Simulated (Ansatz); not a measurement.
Consider the redistribution: `C[CH2][Al]([SiH3])[Cl]` + `Cl[SiH2]S[SiH](Cl)Cl` → `C[CH2][AlH][SiH3]` + `Cl[SiH2]S[Si](Cl)(Cl)Cl`.

Program: Ansatz. Geometries: PBE0-D4/def2-TZVP. ΔE: electronic, gas phase. CCSD(T)/CBS is the MP2 limit (def2-TZVPP, def2-QZVPP) plus CCSD(T) − MP2 in def2-TZVPP, frozen cores. DFT in def2-TZVPP. B3LYP here is the variant with VWN-RPA as its local correlation; programs differ in this. Each species was taken in one conformer, which may not be the lowest.

`C[CH2][Al]([SiH3])[Cl]`:

Z-matrix (Å, degrees):
```
C
C 1 1.528
H 1 1.094 2 111.8
H 1 1.094 2 111.9 3 -120.1
H 1 1.093 2 111.8 3 119.6
Al 2 1.952 1 115.4 3 -60.0
H 2 1.098 1 110.7 3 177.8
H 2 1.097 1 110.8 3 62.3
Cl 6 2.112 2 117.5 1 177.4
Si 6 2.452 2 126.3 1 -1.6
H 10 1.491 6 112.0 2 -22.7
H 10 1.489 6 111.7 2 -144.2
H 10 1.492 6 110.0 2 96.4
```

`Cl[SiH2]S[SiH](Cl)Cl`:

```xyz
9

Cl   -1.353    1.726   -1.597
Si   -0.616   -0.181   -1.550
S     1.298   -0.298   -0.610
Si    0.858    0.006    1.439
Cl    0.312    1.927    1.837
Cl   -0.632   -1.222    2.096
H    -1.601   -1.032   -0.855
H    -0.361   -0.625   -2.936
H     2.095   -0.301    2.177
```

`C[CH2][AlH][SiH3]`:

```xyz
13

C    -0.304    0.417   -1.725
C    -1.339    0.460   -0.603
Al   -0.716   -0.046    1.186
Si    1.633   -0.716    1.506
H     0.536    1.088   -1.525
H    -0.727    0.711   -2.690
H     0.116   -0.585   -1.848
H    -1.778    1.465   -0.522
H    -2.194   -0.187   -0.843
H    -1.737   -0.017    2.410
H     1.975   -1.885    0.642
H     1.976   -1.090    2.907
H     2.559    0.386    1.105
```

`Cl[SiH2]S[Si](Cl)(Cl)Cl`:

Cartesian coordinates in Å:
```
Cl -0.755 -1.690 1.783
Si -0.379 0.314 1.648
S 1.205 0.764 0.285
Si 0.510 -0.094 -1.514
Cl 1.474 0.862 -3.021
Cl 0.941 -2.072 -1.627
Cl -1.497 0.128 -1.749
H 0.132 0.802 2.945
H -1.631 0.986 1.250
```

| level | ΔE (kcal/mol) | difference from CCSD(T)/CBS |
| --- | --- | --- |
| PBE-D4 | 19.0 | -1.5 |
| r2SCAN-D4 | 20.4 | -0.1 |
| PBE0-D4 | 19.6 | -0.9 |
| B3LYP-D4 | 20.0 | -0.5 |
| ωB97X-V | 20.0 | -0.5 |
| ωB97M-V | 19.6 | -0.9 |
| B2PLYP | 21.5 | 1.0 |
| PBE | 20.4 | -0.1 |
| r2SCAN | 20.7 | 0.2 |
| PBE0 | 20.8 | 0.3 |
| B3LYP | 22.3 | 1.8 |
| HF/def2-TZVPP | 23.9 | 3.4 |
| MP2/def2-TZVPP | 20.1 | -0.4 |
| SCS-MP2/def2-TZVPP | 20.6 | 0.1 |
| CCSD/def2-TZVPP | 21.4 | 0.9 |
| CCSD(T)/def2-TZVPP | 20.8 | 0.3 |
| HF/def2-QZVPP | 24.0 | 3.5 |
| MP2/def2-QZVPP | 19.9 | -0.6 |
| SCS-MP2/def2-QZVPP | 20.6 | 0.1 |
| HF/CBS(def2) | 24.0 | 3.5 |
| MP2/CBS(def2) | 19.8 | -0.7 |
| CCSD/CBS(def2) | 21.1 | 0.6 |
| CCSD(T)/CBS | 20.5 | 0 |

Largest T1 diagnostic among the species: 0.011.

The D4 term adds −2.3 kcal/mol with B3LYP and −1.2 kcal/mol with PBE0; it sums over pairs of atoms, weighted by their polarisabilities, and B3LYP, whose exchange is more repulsive, gets the larger term. In def2-TZVPP, CCSD(T) changes the Hartree–Fock value by −3.1 kcal/mol (the triples alone add −0.6 kcal/mol) and MP2 by −3.8 kcal/mol.
